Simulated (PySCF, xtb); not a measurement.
Ge(H)2(Cl)(OMe) (CH5ClGeO), SMILES [Cl][GeH2][O]C. Other conformers were not sampled.

Harmonic wavenumbers (cm⁻¹) from GFN2-xTB (xtb) at its own minimum, in rising order: 73, 112, 150, 244, 370, 469, 491, 594, 676, 776, 1057, 1131, 1140, 1413, 1479, 1482, 1847, 2000, 2933, 2949, 2980.

What does PBE-D3(BJ)/def2-SVP run with PySCF give at its own minimum? (The exact figures need the calculation; the answer reports its results.)

78, 120, 177, 258, 404, 527, 618, 649, 762, 810, 1085, 1131, 1153, 1413, 1416, 1426, 2074, 2138, 2911, 2986, 3042. Paired by order, the mean absolute difference is 52 cm⁻¹ and the zero-point energies are 34.8 and 36.0 kcal/mol.
